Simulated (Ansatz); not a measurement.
The same ligand exchange along the group B, Al, In.

Program: Ansatz. Geometries: PBE0-D4/def2-TZVP. ΔE: electronic, gas phase. CCSD(T)/CBS adds triple-zeta CCSD(T) − MP2 to the extrapolated MP2 energy (def2 sets, frozen cores). This one scheme is used for every species. DFT in def2-TZVPP. B3LYP here is the variant with VWN-RPA as its local correlation; programs differ in this. Elements past krypton have def2 core potentials. For In outer-core shells are correlated without core-valence functions, which leaves a few kJ/mol of doubt a bond. One conformer a species, not always the lowest.

| reaction | r2SCAN-D4 (kJ/mol) | PBE0-D4 (kJ/mol) | B3LYP-D4 (kJ/mol) | CCSD(T)/CBS(def2) (kJ/mol) |
| --- | --- | --- | --- | --- |
| `OBN[SiH3]` + `S[SiH2]S` → `[SiH3]S[SiH2]S` + `NBO` | -22 | -27 | -19 | -18 |
| `[OH][AlH][NH][SiH3]` + `S[SiH2]S` → `[SiH3]S[SiH2]S` + `[NH2][AlH][OH]` | -14 | -18 | -10 | -12 |
| `[OH][InH][NH][SiH3]` + `S[SiH2]S` → `[SiH3]S[SiH2]S` + `[NH2][InH][OH]` | -8 | -12 | -5 | -3 |

Largest T1 diagnostic: 0.016, for `[NH2][InH][OH]`.
